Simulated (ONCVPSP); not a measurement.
Potentials for tin (Sn) compared

Generated with ld1.x 7.5 (TM, RRKJ, ultrasoft, PAW), atompaw 4.2 or ONCVPSP 4.0.1. The cutoff is in Ry: for ld1.x and atompaw files where the sum of valence levels is converged to 10 mRy in a Bessel basis, for ONCV files where the hardest occupied wave has 1 mHa per electron of residual kinetic energy. The error is the largest all-electron minus pseudo excitation energy over each file’s own four to seven test configurations (ionisations up to +4, promotions, holes and added fractions of an electron), all of which were solved. The labels leave out finer settings (local radius, basis sizes, second energies), which also bear on the numbers. Spin-polarised tests are not counted. The rows are a selection from randomly drawn settings: files with unsolved tests, undetermined cutoffs or missed reference levels are left out.

A true bound ghost makes a file unfit for plane-wave use even where its test errors are small: the radial tests pick states by their node count and pass the ghost by.

```tsv
potential	cutoff (Ry)	largest error (meV)	bound ghosts
ONCV, BLYP, scalar-relativistic, rc 1.25/1.20/1.20 (spd), local d, core correction no, reference 4s2 4p6 4d10 5s2 5p2, qcut 7.4/9.4/10.4, projectors 2/3/0	93	-11	none
ONCV, BLYP, scalar-relativistic, rc 1.35/1.30/1.30 (spd), local d, core correction yes, reference 4s2 4p6 4d10 5s2 5p2, qcut 10.7/13.4/11, projectors 2/2/0	98	-11	none
ONCV, BLYP, scalar-relativistic, rc 2.10/2.35/1.00 (spd), local smoothed, core correction yes, reference 4d10 5s2 5p1.5, qcut 3.5/2.8/9.9, projectors 1/1/2	90	-25	s, p
ONCV, revPBE, scalar-relativistic, rc 1.35/1.30/1.60 (spd), local smoothed, core correction yes, reference 4s2 4p6 4d10 5s1 5p3, qcut 8.9/12/8, projectors 2/2/1	83	-27	none
```

Problem. Fill in the row for Sn: ONCV, LDA (Perdew-Wang 92), scalar-relativistic, rc 2.00/1.60/1.65 (spd), local smoothed, core correction yes, reference 4p6 4d10 5s2 5p2, qcut 2.6/8.1/11.5, projectors 2/2/3.

Solution. cutoff 80 Ry, largest error -27 meV, bound ghosts: s.

Problem. Fill in the row for Sn: ONCV, LDA (Perdew-Wang 92), non-relativistic, rc 2.20/1.85/1.70 (spd), local d, core correction yes, reference 4d10 5s2 5p1.5, qcut 2.8/4.5/9.9, projectors 1/2/0.

Solution. cutoff 69 Ry, largest error +2.1 meV, bound ghosts: s, p.
